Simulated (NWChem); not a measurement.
System: C$_{5}$H$_{5}$N; SMILES C#CC=C=CN

Input file for NWChem:

```
start job
memory heap 200 mb stack 900 mb global 1100 mb
geometry units angstroms noautosym nocenter noautoz
  C      0.650078     2.954085    -0.091168
  C     -0.000944     1.943643     0.054346
  C     -0.801885     0.775515     0.248920
  C     -0.442390    -0.441102    -0.114438
  C     -0.121721    -1.661090    -0.476620
  N      0.468360    -2.654833     0.328071
  H      1.236309     3.833327    -0.229997
  H     -1.769711     0.935152     0.733555
  H     -0.386766    -2.006824    -1.476202
  H      1.131676    -3.230167    -0.181001
  H      0.898485    -2.283998     1.169077
end
basis spherical
  C library 6-31g*
  N library 6-31g*
  H library 6-31g*
end
dft
  xc xpbe96 cpbe96
  iterations 150
end
property
  efieldgrad
end
task dft property
```

Geometry: optimised at B3LYP/6-31G* (spherical d).

Vzz is the largest principal value of the second derivative of the potential at the nucleus (NWChem prints the opposite sign); η is the asymmetry. Non-relativistic.

Atoms are numbered as in the input.

Q: Predict the main results of this run. (PBE/6-31G* (spherical d).) Quantities: Vzz N6 (a.u.); η N6.

A: 
| Item | Value |
|---|---|
| Vzz N6 (a.u.) | -0.928 |
| η N6 | 0.18 |
